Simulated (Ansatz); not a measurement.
Reaction (cleavage of the Si–Si bond): `C[SiH2][SiH](O)O` + `OC(F)F` → `C[SiH2]OC(F)F` + `O[SiH2]O`

Isolated molecules relaxed with PBE0-D4/def2-TZVP in Ansatz; ΔE leaves out vibrations. CBS: MP2 limit from def2 TZ/QZ plus the TZ coupled-cluster correction, frozen cores. DFT in def2-TZVPP. B3LYP here is the variant with VWN-RPA as its local correlation; programs differ in this. Each species was taken in one conformer, which may not be the lowest.

`C[SiH2][SiH](O)O`:

Cartesian coordinates in Å:
```
C 0.437 0.732 2.017
Si 1.113 0.291 0.323
Si -0.612 -0.280 -1.147
O -1.532 -1.374 -0.325
O 0.051 -0.899 -2.525
H -0.131 -0.107 2.426
H 1.246 0.973 2.711
H -0.229 1.595 1.958
H 2.059 -0.857 0.422
H 1.865 1.443 -0.252
H -1.488 0.863 -1.557
H -2.373 -1.640 -0.700
H -0.407 -0.741 -3.351
```

`OC(F)F`:

```xyz
6

O    -0.634   -0.882   -0.076
C    -0.063    0.332    0.034
F     0.719    0.609   -1.038
F     0.757    0.398    1.111
H     0.061   -1.548   -0.153
H    -0.840    1.092    0.122
```

`C[SiH2]OC(F)F`:

Z-matrix (Å, degrees):
```
C
Si 1 1.853
H 1 1.092 2 110.8
H 1 1.094 2 110.0 3 -119.5
H 1 1.091 2 110.9 3 120.6
O 2 1.674 1 112.0 3 -56.0
H 2 1.481 1 111.7 3 59.1
H 2 1.487 1 111.3 3 -177.6
C 6 1.341 2 127.2 1 -77.6
F 9 1.365 6 111.0 2 29.9
F 9 1.344 6 109.2 2 147.4
H 9 1.095 6 113.4 2 -91.4
```

`O[SiH2]O`:

Z-matrix (Å, degrees):
```
Si
O 1 1.642
O 1 1.642 2 113.5
H 1 1.481 2 111.5 3 116.9
H 1 1.481 2 103.8 3 -121.2
H 2 0.958 1 117.7 3 -66.0
H 3 0.958 1 117.7 2 -66.0
```

(1) Is it downhill or uphill in electronic energy at CCSD(T)/CBS, and by how much? (An estimate is asked.)

(2) What do these levels give: r2SCAN-D4, PBE0-D4, B3LYP-D4, ωB97X-V, ωB97M-V, B3LYP, CCSD(T)/def2-TZVPP, HF/def2-QZVPP, MP2/def2-QZVPP, SCS-MP2/def2-QZVPP, HF/CBS(def2), MP2/CBS(def2)? (Estimate.)

Largest T1 diagnostic among the species: 0.012.

## Answers

(1) The calculation gave: Downhill: ΔE = -24.7 kcal/mol.

(2) The calculation gave: r2SCAN-D4 -23.5, PBE0-D4 -20.1, B3LYP-D4 -23.9, ωB97X-V -23.9, ωB97M-V -25.4, B3LYP -24.5, CCSD(T)/def2-TZVPP -24.6, HF/def2-QZVPP -30.4, MP2/def2-QZVPP -26.6, SCS-MP2/def2-QZVPP -27.3, HF/CBS(def2) -30.4, MP2/CBS(def2) -26.4 kcal/mol.

In def2-TZVPP, CCSD(T) changes the Hartree–Fock value by +5.2 kcal/mol (the triples alone add +0.7 kcal/mol) and MP2 by +3.5 kcal/mol. From PBE to PBE0 (25 % exact exchange), in def2-TZVPP and without D4, ΔE moves by −1.8 kcal/mol.
